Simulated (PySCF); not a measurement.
C$_{3}$H$_{5}$F$_{3}$Si, singlet, at a GFN2-xTB geometry, atoms displaced at random by about 0.03 Å a coordinate; PySCF with PBE/STO-3G, gradient.

Input for PySCF:
```python
from pyscf import gto, scf, dft

mol = gto.Mole()
mol.atom = '''
    C     2.858854   -0.831877   -0.603616
    C     1.994460   -0.416019    0.357709
    C     1.034325    0.728813    0.090938
    Si   -0.716377    0.217123    0.116917
    F    -1.750030    1.395081   -0.030128
    F    -1.083875   -0.729796   -1.167460
    F    -1.173327   -0.669802    1.351904
    H     2.905651   -0.343700   -1.633844
    H     3.534570   -1.624500   -0.438083
    H     2.007837   -0.879764    1.252850
    H     1.332361    1.284497   -0.826145
    H     1.235751    1.455731    0.913714
'''
mol.basis = 'sto-3g'
mol.charge = 0
mol.spin = 0
mol.verbose = 4
mol.build()

mf = dft.RKS(mol)
mf.xc = 'pbe'
mf.conv_tol = 1e-11
mf.kernel()
g = mf.nuc_grad_method()
grad = g.kernel()
```

It wrote (shortened):

```
PySCF version 2.14.0

[INPUT] verbose = 4
[INPUT] num. atoms = 12
[INPUT] num. electrons = 64
[INPUT] charge = 0
[INPUT] spin (= nelec alpha-beta = 2S) = 0
[INPUT] symmetry False subgroup None
[INPUT] Mole.unit = angstrom
[INPUT] Symbol           X                Y                Z      unit          X                Y                Z       unit  Magmom
[...]
nuclear repulsion = 394.375501836508
number of shells = 28
number of NR pGTOs = 132
number of NR cGTOs = 44
basis = sto-3g
ecp = {}

******** <class 'pyscf.dft.rks.RKS'> ********
method = RKS
initial guess = minao
damping factor = 0
level_shift factor = 0
DIIS = <class 'pyscf.scf.diis.CDIIS'>
diis_start_cycle = 1
diis_space = 8
diis_damp = 0
SCF conv_tol = 1e-11
SCF conv_tol_grad = None
SCF max_cycles = 50
direct_scf = True
direct_scf_tol = 1e-13
XC library pyscf.dft.libxc version 7.1.2
    S. Lehtola, C. Steigemann, M. J. T. Oliveira, and M. A. L. Marques,  SoftwareX 7, 1–5 (2018)
XC functionals = pbe
    J. P. Perdew, K. Burke, and M. Ernzerhof,  Phys. Rev. Lett. 77, 3865 (1996)
    J. P. Perdew, K. Burke, and M. Ernzerhof,  Phys. Rev. Lett. 78, 1396 (1997)
    J. P. Perdew, K. Burke, and M. Ernzerhof,  Phys. Rev. Lett. 77, 3865 (1996)
    J. P. Perdew, K. Burke, and M. Ernzerhof,  Phys. Rev. Lett. 78, 1396 (1997)
radial grids:
    Treutler-Ahlrichs [JCP 102, 346 (1995); DOI:10.1063/1.469408] (M4) radial grids

becke partition: Becke, JCP 88, 2547 (1988); DOI:10.1063/1.454033
pruning grids: <function nwchem_prune>
grids dens level: 3
symmetrized grids: False
atomic radii adjust function: <function treutler_atomic_radii_adjust>
small_rho_cutoff = 0
Set gradient conv threshold to 3.16228e-06
Initial guess from minao.
tot grids = 153360
init E= -697.176114839249
[...]
cycle= 1 E= -696.429259056587  delta_E= 0.747  |g|= 0.695  |ddm|=  4.4
[...]
cycle= 2 E= -696.290217075208  delta_E= 0.139  |g|= 0.988  |ddm|= 2.87
[...]
cycle= 3 E= -696.626841980799  delta_E= -0.337  |g|= 0.17  |ddm|= 1.77
[...]
cycle= 4 E= -696.634587065258  delta_E= -0.00775  |g|= 0.0771  |ddm|= 0.334
[...]
cycle= 5 E= -696.635837778008  delta_E= -0.00125  |g|= 0.0461  |ddm|= 0.138
[...]
cycle= 6 E= -696.636514762058  delta_E= -0.000677  |g|= 0.00545  |ddm|= 0.061
[...]
cycle= 7 E= -696.636524606561  delta_E= -9.84e-06  |g|= 0.00146  |ddm|= 0.0097
[...]
cycle= 8 E= -696.636525367752  delta_E= -7.61e-07  |g|= 0.000516  |ddm|= 0.00296
[...]
cycle= 9 E= -696.636525461276  delta_E= -9.35e-08  |g|= 2.83e-05  |ddm|= 0.000838
[...]
cycle= 10 E= -696.636525461646  delta_E= -3.69e-10  |g|= 4.54e-06  |ddm|= 6.84e-05
[...]
cycle= 11 E= -696.636525461654  delta_E= -8.64e-12  |g|= 1.08e-06  |ddm|= 9.38e-06
[...]
Extra cycle  E= -696.636525461654  delta_E= 4.55e-13  |g|= 1.83e-06  |ddm|= 4.99e-06
converged SCF energy = -696.636525461654

******** <class 'pyscf.grad.rks.Gradients'> for <class 'pyscf.dft.rks.RKS'> ********
unit = Eh/Bohr
grid_response = False
--------------- RKS gradients ---------------
         x                y                z
0 C     0.0299545464    -0.0412137828     0.0186439299
1 C    -0.0189528335    -0.0336912403     0.1149028698
2 C    -0.0381028409    -0.0266143722    -0.0217254181
3 Si    -0.0003663006     0.0306486058     0.0377555440
4 F     0.0324752903    -0.0477631842    -0.0003354146
5 F    -0.0036340429     0.0060487330     0.0088252027
6 F     0.0063741504     0.0200890686    -0.0394214204
7 H     0.0025556963     0.0112447566    -0.0255239800
8 H    -0.0270642839     0.0316547837    -0.0065989870
9 H     0.0040959388     0.0406784828    -0.0871139099
10 H     0.0050157924     0.0093038910    -0.0003597709
11 H     0.0078120589    -0.0006354030     0.0012710410
----------------------------------------------
```
